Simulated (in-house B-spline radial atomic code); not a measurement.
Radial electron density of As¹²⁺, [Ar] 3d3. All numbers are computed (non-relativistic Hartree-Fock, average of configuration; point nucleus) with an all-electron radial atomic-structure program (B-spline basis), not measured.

Columns: r (bohr), 4πr²n(r) (electrons per bohr), bar.

```
 0.00202    1.111 #
  0.0024    1.529 #
 0.00285    2.093 ##
 0.00338    2.843 ###
 0.00402    3.855 ####
 0.00477    5.166 #####
 0.00566     6.86 ######
 0.00673    9.039 ########
 0.00799    11.73 ###########
 0.00949    14.99 ##############
  0.0113    18.88 ##################
  0.0134    23.14 ######################
  0.0159    27.67 ##########################
  0.0189    32.19 ##############################
  0.0224     36.1 ##################################
  0.0266    38.98 ####################################
  0.0316    40.32 #####################################
  0.0375    39.89 #####################################
  0.0446    37.93 ###################################
  0.0529    35.35 #################################
  0.0629    33.46 ###############################
  0.0746    33.69 ###############################
  0.0886    36.66 ##################################
   0.105    41.54 #######################################
   0.125    46.16 ###########################################
   0.148    47.34 ############################################
   0.176     43.3 ########################################
   0.209    34.91 ################################
   0.249    25.71 ########################
   0.295    20.44 ###################
   0.351    20.37 ###################
   0.416    23.02 #####################
   0.495    23.92 ######################
   0.587    20.42 ###################
   0.698    13.66 #############
   0.828    7.043 #######
   0.984    2.671 ##
    1.17   0.7166 #
    1.39    0.131 
    1.65  0.01551 
    1.96 0.001093
```

On this grid the curve has 3 maxima, near 0.0316, 0.148, 0.495 bohr.

The 3p radial function P(r) = rR(r), positive near the nucleus:

| r (bohr) | P |
| --- | --- |
| 0.00202 | 0.001742 |
| 0.00285 | 0.003421 |
| 0.00402 | 0.006677 |
| 0.00566 | 0.01288 |
| 0.00799 | 0.02471 |
| 0.0113 | 0.04679 |
| 0.0159 | 0.08588 |
| 0.0224 | 0.1531 |
| 0.0316 | 0.2619 |
| 0.0446 | 0.4205 |
| 0.0629 | 0.6152 |
| 0.0886 | 0.7816 |
| 0.125 | 0.7844 |
| 0.176 | 0.4526 |
| 0.249 | -0.2755 |
| 0.351 | -1.101 |
| 0.495 | -1.481 |
| 0.698 | -1.145 |
| 0.984 | -0.5022 |
| 1.39 | -0.1061 |
| 1.96 | -0.00841 |
